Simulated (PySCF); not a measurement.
**One molecule, a ladder of functionals, a line**

Molecule: SMILES B/C=C/C=C, C4H7B.

Molfile (atoms numbered from 1):
```
C4H7B
     RDKit          3D

 12 11  0  0  0  0  0  0  0  0999 V2000
    2.5073   -0.0633   -0.3717 B   0  0  0  0  0  0  0  0  0  0  0  0
    1.0296   -0.0672   -0.7797 C   0  0  0  0  0  0  0  0  0  0  0  0
    0.0413    0.0081    0.1499 C   0  0  0  0  0  0  0  0  0  0  0  0
   -1.3792    0.0123   -0.1338 C   0  0  0  0  0  0  0  0  0  0  0  0
   -2.3205    0.0915    0.8201 C   0  0  0  0  0  0  0  0  0  0  0  0
    3.3984   -0.1282   -1.1878 H   0  0  0  0  0  0  0  0  0  0  0  0
    2.7905    0.0070    0.8050 H   0  0  0  0  0  0  0  0  0  0  0  0
    0.7212   -0.1310   -1.8317 H   0  0  0  0  0  0  0  0  0  0  0  0
    0.3236    0.0722    1.2092 H   0  0  0  0  0  0  0  0  0  0  0  0
   -1.6752   -0.0539   -1.1872 H   0  0  0  0  0  0  0  0  0  0  0  0
   -3.3857    0.0928    0.5771 H   0  0  0  0  0  0  0  0  0  0  0  0
   -2.0489    0.1584    1.8784 H   0  0  0  0  0  0  0  0  0  0  0  0
  1  2  1  0
  2  3  2  0
  3  4  1  0
  4  5  2  0
  1  6  1  0
  1  7  1  0
  2  8  1  0
  3  9  1  0
  4 10  1  0
  5 11  1  0
  5 12  1  0
M  END
```

GIAO shieldings (ppm, equivalent atoms averaged) in PySCF 2.14 on the PBE0-D3(BJ)/def2-SVP geometry, basis pcSseg-2, gas phase, non-relativistic:

| functional | exact exchange (%) | σ(B1) | σ(C4) | σ(C2) | σ(C5) |
| --- | --- | --- | --- | --- | --- |
| BLYP | 0 | 18.8 | 22.4 | 23.7 | 36.3 |
| BP86 | 0 | 21.0 | 27.3 | 28.5 | 39.3 |
| PBE | 0 | 19.1 | 26.8 | 27.8 | 38.8 |
| PBE0 | 25 | 25.4 | 32.0 | 34.3 | 42.8 |
| mPW1PW91 | 25 | 26.1 | 31.5 | 34.0 | 42.4 |
| BHandHLYP | 50 | 31.0 | 32.6 | 36.3 | 44.2 |
| HF | 100 | 46.3 | 44.3 | 50.4 | 54.1 |

**Question.** Fit each shielding as a line in the percentage of exact exchange.

**Answer.** σ(B1) = 19.3 + 0.26 x (rms 0.9 ppm); σ(C4) = 25.8 + 0.18 x (rms 1.9 ppm); σ(C2) = 27.0 + 0.23 x (rms 1.8 ppm); σ(C5) = 38.2 + 0.15 x (rms 1.1 ppm). The functionals also differ in their semilocal parts, which the line can't hold; Hartree–Fock has no correlation at all.

**Question.** What does the line predict for B3LYP (20 %), and what does the run give?

**Answer.** σ(B1): 24.5 predicted, 23.4 computed; σ(C4): 29.4 predicted, 26.5 computed; σ(C2): 31.6 predicted, 28.8 computed; σ(C5): 41.2 predicted, 39.3 computed ppm.
